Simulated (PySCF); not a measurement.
# Correlation energy of Sb (antimony, neutral)

[Kr] 4d10 5s2 5p2 6s1, high-spin 4P determinant (an excited configuration). Calculation: PySCF 2.14, in aug-cc-pVDZ-PP with ECP28MDF; a scalar-relativistic core potential. Frozen: 4s2 4p6 4d10; 5 electrons correlated.

```tsv
level	correlation energy (mhartree)
CCSD	-61.07
(T)	-1.16
CCSD(T)	-62.23
CCSDT	-62.58
```

Diagnostics: T1 = 0.010, D1 = 0.0269, largest double amplitude 0.087.

Task: Is a single reference adequate?

Result: Mostly. T1 lies below 0.03, but a double amplitude of this size points to a near-degeneracy that CCSD handles and MP2 describes poorly.
